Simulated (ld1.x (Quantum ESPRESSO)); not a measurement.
**PBE TM dataset for Fe (Z = 26), scalar-relativistic all-electron reference.**

- Element: Fe
- Generator: ld1.x (Quantum ESPRESSO) 7.5
- Type: norm-conserving Troullier–Martins (Kleinman–Bylander form)
- Functional: PBE
- Relativity: scalar-relativistic
- Frozen core: [Ar]
- Valence charge: 8
- Reference configuration: 3d6 4s1.75 4p0.25
- Partial waves: 4p (bound): rc 2.80 bohr; 3d (bound): rc 1.60 bohr; 4s (bound): rc 1.65 bohr
- Local potential: the s channel
- Core correction: a·sin(br)/r model core, default radius (core density twice the valence density)

Question: Estimate the cutoffs (Ry, on a coarse ladder) from which the occupation-weighted sum of valence levels, in a spherical-Bessel basis at the reference potential, stays within 10 and 1 mRy of its value at 400 Ry.

Answer: 100 Ry and 160 Ry.

Question: What does a ghost test show?

Answer: No extra level below or beside the all-electron valence levels (p, d, s, f tested).

Question: Which valence shell sets the plane-wave cutoff?

Answer: 3d: its level needs 100 Ry to come within 1 mRy, against 50 Ry for 4s.

Question: Tests: 3d6 4s2 4p0; 3d6 4s1 4p0; 3d6 4s0 4p0; 3d6 4s1 4p1; 3d6.5 4s1.5 4p0; 3d7 4s1 4p0; 3d4 4s0 4p0. Which has the largest error in its energy relative to the reference configuration, and how large is it?

Answer: 3d4 4s0 4p0, with -2074 meV (all-electron minus pseudo) on +111.25 eV.
